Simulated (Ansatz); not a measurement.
`C[CH]([AlH2])[AlH][SiH3]` + `CNC` → `C[N](C)[AlH2]` + `C[CH2][AlH][SiH3]`  (ligand exchange at the Al–C bond)

Gas-phase electronic energies from Ansatz, PBE0-D4/def2-TZVP geometries. CCSD(T)/CBS is the MP2 limit (def2-TZVPP, def2-QZVPP) plus CCSD(T) − MP2 in def2-TZVPP, frozen cores. This one scheme is used for every species. Each species was taken in one conformer, which may not be the lowest.

`C[CH]([AlH2])[AlH][SiH3]`:

Cartesian coordinates in Å:
```
C 0.479 -0.074 1.563
C -0.413 -0.849 0.577
Al 0.236 -2.614 0.084
Al -0.958 0.186 -0.983
Si 0.048 2.405 -1.327
H 0.094 0.925 1.795
H 1.484 0.066 1.157
H 0.599 -0.593 2.518
H -1.406 -1.084 1.005
H -0.773 -3.703 -0.482
H 1.786 -2.948 0.223
H -2.032 -0.425 -1.988
H -0.315 3.328 -0.210
H 1.538 2.315 -1.336
H -0.366 3.064 -2.597
```

`CNC`:

Cartesian coordinates in Å:
```
C 0.843 -0.336 0.798
N -0.532 -0.305 0.358
C -0.731 0.538 -0.798
H 0.952 -1.029 1.635
H 1.135 0.657 1.151
H 1.560 -0.628 0.010
H -0.849 -1.244 0.156
H -0.524 1.578 -0.529
H -1.771 0.484 -1.125
H -0.084 0.285 -1.655
```

`C[N](C)[AlH2]`:

```xyz
12

C    -0.819    0.190    1.117
N     0.078   -0.025    0.008
C    -0.547    0.247   -1.264
Al    1.758   -0.562    0.188
H    -0.320   -0.023    2.066
H    -1.178    1.229    1.151
H    -1.706   -0.456    1.050
H     0.154    0.076   -2.084
H    -0.894    1.288   -1.328
H    -1.422   -0.397   -1.429
H     2.288   -0.816    1.659
H     2.608   -0.750   -1.135
```

`C[CH2][AlH][SiH3]`:

Z-matrix (Å, degrees):
```
C
C 1 1.527
H 1 1.094 2 111.7
H 1 1.094 2 112.3 3 -120.3
H 1 1.094 2 111.7 3 119.3
Al 2 1.961 1 116.6 3 -59.8
H 2 1.099 1 110.5 3 63.0
H 2 1.099 1 110.5 3 177.6
Si 6 2.463 2 119.5 1 -0.3
H 6 1.594 2 119.5 1 179.7
H 9 1.491 6 114.2 2 -179.4
H 9 1.494 6 110.8 2 59.5
H 9 1.494 6 110.9 2 -58.3
```

| species | SCS-MP2/def2-QZVPP energy (Eh) |
| --- | --- |
| `C[CH]([AlH2])[AlH][SiH3]` | -855.09547 |
| `CNC` | -134.92601 |
| `C[N](C)[AlH2]` | -377.55003 |
| `C[CH2][AlH][SiH3]` | -612.50534 |

Problem. Work out ΔE.

Solution. ΔE = (-377.55003) + (-612.50534) − (-855.09547) − (-134.92601) = -0.03389 Eh = -89.0 kJ/mol. CCSD(T)/CBS gives -84.9 kJ/mol.

Largest T1 diagnostic among the species: 0.012.
